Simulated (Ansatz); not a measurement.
Computed with Ansatz on PBE0-D4/def2-TZVP structures; ΔE is electronic, products minus reactants. CBS: MP2 limit from def2 TZ/QZ plus the TZ coupled-cluster correction, frozen cores. This one scheme is used for every species. DFT in def2-TZVPP. B3LYP here is the variant with VWN-RPA as its local correlation; programs differ in this. HSE06 is defined as in plane-wave codes. For Br outer-core shells are correlated without core-valence functions, which leaves a few kJ/mol of doubt a bond. Scalar relativity is left out up to krypton. One conformer a species, not always the lowest.

Reaction (formal hydrolysis of the Si–Cl bond): `Cl[SiH2]CBr` + H₂O → `O[SiH2]CBr` + HCl

```
             level  ΔE (kJ/mol)  difference from CCSD(T)/CBS
       LDA (SPW92)          1.6                         -3.6
            PBE-D4          8.9                          3.7
         revPBE-D4         11.1                          5.9
           BLYP-D4          2.7                         -2.5
            B97M-V          2.5                         -2.7
           PBE0-D4          8.9                          3.7
          B3LYP-D4          2.5                         -2.7
        r2SCANh-D4          3.7                         -1.5
        r2SCAN0-D4          4.2                         -1.0
          BHLYP-D4          1.7                         -3.5
      CAM-B3LYP-D4         -2.2                         -7.4
           ωB97X-V          3.0                         -2.2
           ωB97M-V          3.3                         -1.9
            B2PLYP         -0.8                         -6.0
               PBE          6.3                          1.1
            revPBE          7.5                          2.3
              BLYP         -2.4                         -7.6
            r2SCAN          2.8                         -2.4
              PBE0          6.6                          1.4
             B3LYP         -1.9                         -7.1
           r2SCANh          3.1                         -2.1
           r2SCAN0          3.5                         -1.7
             HSE06          6.8                          1.6
             BHLYP         -3.0                         -8.2
         CAM-B3LYP         -4.9                        -10.1
           LC-ωPBE          2.9                         -2.3
RPA@PBE/def2-TZVPP         -2.6                         -7.8
       HF/def2-SVP          2.9                         -2.3
      MP2/def2-SVP          3.2                         -2.0
     CCSD/def2-SVP          1.8                         -3.4
  CCSD(T)/def2-SVP          2.0                         -3.2
     HF/def2-TZVPP         -4.6                         -9.8
    MP2/def2-TZVPP          3.8                         -1.4
SCS-MP2/def2-TZVPP          0.1                         -5.1
   CCSD/def2-TZVPP         -1.4                         -6.6
CCSD(T)/def2-TZVPP         -0.2                         -5.4
    MP2/def2-QZVPP          6.8                          1.6
SCS-MP2/def2-QZVPP          3.1                         -2.1
      HF/CBS(def2)         -4.8                        -10.0
    CCSD/CBS(def2)          4.1                         -1.1
       CCSD(T)/CBS          5.2                            0
```

Largest T1 diagnostic among the species: 0.009.

At CCSD(T), def2-SVP lies −3.1 kJ/mol from the extrapolated value and def2-TZVPP −5.4 kJ/mol. The D4 term adds +4.4 kJ/mol with B3LYP and +2.3 kJ/mol with PBE0; it sums over pairs of atoms, weighted by their polarisabilities, and B3LYP, whose exchange is more repulsive, gets the larger term.

CCSD(T)/CBS has its own doubt, a few kJ/mol and more with outer-core shells, so smaller differences from it don't rank the levels.
